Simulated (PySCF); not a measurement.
Working out the excitation energy of Be

Be [He] 2s2 (1S) → Be [He] 2s1 2p1 (3P). Computed with PySCF 2.14 in def2-QZVPPD (7s4p2d1f, 36 functions), with the non-relativistic Hamiltonian (point nucleus). Frozen: 1s2. Energies in hartree (1 hartree = 27.21139 eV):

```
            part  Be (lower)  Be (upper)
             UHF  -14.573001  -14.513611
CCSD correlation   -0.045557   -0.004818
             (T)    0.000000    0.000000
```

What does Hartree-Fock give?

(-14.513611) − (-14.573001) = 0.059390 hartree = 1.616 eV.

What do CCSD and CCSD(T) give?

The CCSD correlation energies differ by 0.040739 hartree = 1.109 eV and the triples by 0.000000 hartree = 0.000 eV, so CCSD gives 2.725 eV and CCSD(T) 2.725 eV.

Measured between the centres of the two terms (NIST): 2.725 eV, so CCSD(T) (valence) is off by 0.000 eV.

What remains against the reference includes basis incompleteness, the frozen core and higher excitations.
